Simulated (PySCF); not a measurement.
## How methods differ on the excitation energy of Pb+

Pb+ [Xe] 4f14 5d10 6s2 6p1 (2P) → Pb+ [Xe] 4f14 5d10 6s1 6p1 6d1 (high-spin determinant), as a difference of total energies. Computed with PySCF 2.14 in aug-cc-pVTZ-PP with ECP60MDF, with a scalar-relativistic core potential. Correlated levels: valence: 5s2 5p6 5d10 frozen. The calculations carry no spin-orbit coupling.

```
           method  excitation energy (eV)
              UHF                  14.625
              LDA                  16.543
              PBE                  16.050
             PBE0                  15.915
           r2SCAN                  16.063
            wB97X                  16.653
            B97-3                  16.121
           M06-2X                  15.909
             BLYP                  16.214
    MP2 (valence)                  15.162
SCS-MP2 (valence)                  15.393
```

Task: How much does correlation contribute at MP2 (valence)?

Result: 15.162 − (14.625) = 0.537 eV, measured against UHF.

The upper state lies above the first ionisation limit, but in LS coupling its spin forbids autoionisation to the ground ion; at this Z spin-orbit coupling breaks that rule.

The promoted electron is Rydberg-like, and one or two diffuse shells describe it only roughly, which tends to raise the upper state.

The determinant of the upper state mixes LS terms, which raises its energy above the lowest term, most at the Hartree-Fock and MP2 levels.
